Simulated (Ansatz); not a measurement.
Consider the substitution at a C–Si bond: `C[SiH2]C(=N)O` + CH₃NH₂ → `CNC(=N)O` + `C[SiH3]`.

Gas-phase electronic energies from Ansatz, PBE0-D4/def2-TZVP geometries. CCSD(T)/CBS is the MP2 limit (def2-TZVPP, def2-QZVPP) plus CCSD(T) − MP2 in def2-TZVPP, frozen cores. This one scheme is used for every species. DFT in def2-TZVPP. B3LYP here is the variant with VWN-RPA as its local correlation; programs differ in this. One conformer a species, not always the lowest.

`C[SiH2]C(=N)O`:

Cartesian coordinates in Å:
```
C -1.330 0.616 -1.121
Si 0.035 0.883 0.120
C 0.854 -0.770 0.588
N 1.040 -1.249 1.745
O 1.264 -1.474 -0.487
H -1.792 1.565 -1.402
H -2.105 -0.036 -0.713
H -0.929 0.147 -2.023
H -0.474 1.450 1.397
H 1.086 1.783 -0.425
H 0.685 -0.629 2.467
H 1.667 -2.288 -0.146
```

CH₃NH₂:

Z-matrix (Å, degrees):
```
C
N 1 1.453
H 1 1.092 2 109.4
H 1 1.100 2 115.4 3 -121.6
H 1 1.092 2 109.4 3 116.8
H 2 1.012 1 110.6 3 62.6
H 2 1.012 1 110.6 3 -179.3
```

`CNC(=N)O`:

```xyz
11

C    -1.598   -0.100   -0.084
N    -0.354   -0.287    0.614
C     0.822    0.012    0.013
N     0.904    0.307   -1.221
O     1.835   -0.080    0.920
H    -2.403   -0.537    0.507
H    -1.820    0.956   -0.271
H    -1.551   -0.605   -1.049
H    -0.351   -0.259    1.618
H     1.861    0.441   -1.527
H     2.656    0.152    0.480
```

`C[SiH3]`:

```xyz
8

C     0.509    0.594    0.603
Si   -0.455   -0.531   -0.540
H     1.412    0.962    0.113
H     0.806    0.063    1.510
H    -0.094    1.456    0.897
H    -0.857    0.194   -1.775
H    -1.687   -1.030    0.129
H     0.367   -1.707   -0.937
```

```tsv
level	ΔE (kJ/mol)	difference from CCSD(T)/CBS
r2SCAN-D4	-13.5	-11.3
B3LYP-D4	-8.9	-6.7
ωB97X-V	-12.3	-10.1
r2SCAN	-13.8	-11.6
HF/def2-TZVPP	-20.3	-18.1
SCS-MP2/def2-TZVPP	-6.4	-4.2
CCSD(T)/def2-TZVPP	-5.0	-2.8
HF/def2-QZVPP	-20.0	-17.8
SCS-MP2/def2-QZVPP	-4.6	-2.4
HF/CBS(def2)	-19.9	-17.7
CCSD(T)/CBS	-2.2	0
```

Largest T1 diagnostic among the species: 0.013.

In def2-TZVPP, CCSD(T) changes the Hartree–Fock value by +15.3 kJ/mol (the triples alone add +1.8 kJ/mol) and MP2 by +13.0 kJ/mol. From PBE to PBE0 (25 % exact exchange), in def2-TZVPP and without D4, ΔE moves by −5.2 kJ/mol.

CCSD(T)/CBS has its own doubt, a few kJ/mol and more with outer-core shells, so smaller differences from it don't rank the levels.
